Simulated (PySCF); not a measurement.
Ge: ionisation energy

Ge [Ar] 3d10 4s2 4p2 (3P) → Ge⁺ [Ar] 3d10 4s2 4p1 (2P), as a difference of total energies. All numbers are calculated (PySCF 2.14, the spin-free X2C one-electron Hamiltonian (Gaussian nucleus), in x2c-SVPall). Correlated levels: valence: [Ar] 3d10 frozen. The calculations carry no spin-orbit coupling.

```
           method  ionisation energy (eV)
              UHF                   7.413
            B3LYP                   7.863
             TPSS                   7.890
    MP2 (valence)                   7.652
SCS-MP2 (valence)                   7.588
   CCSD (valence)                   7.671
CCSD(T) (valence)                   7.680
```

Question: How much does correlation contribute at CCSD(T) (valence)?

Answer: 7.680 − (7.413) = 0.267 eV, measured against UHF.

Errors of the correlated levels include the incompleteness of this basis and the frozen core.

For comparison: 7.925 eV (measured; NIST levels, between the centres of gravity of the two terms).
